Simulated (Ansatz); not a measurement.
Species: CH2OS, SMILES `O=CS` (O–C–S–H torsion 0°) (charge 0, multiplicity 1), formula CH2OS.

Problem. How many basis functions does frozen-core CCSD(T)/cc-pVTZ // B3LYP-D3(BJ)/def2-TZVP run with Ansatz (an electronic-structure program) use, how many core orbitals are frozen, and how many electrons are correlated?

Solution. 122 basis functions and 7 frozen orbitals, which leaves 18 correlated electrons. Core time is of the order of seconds.
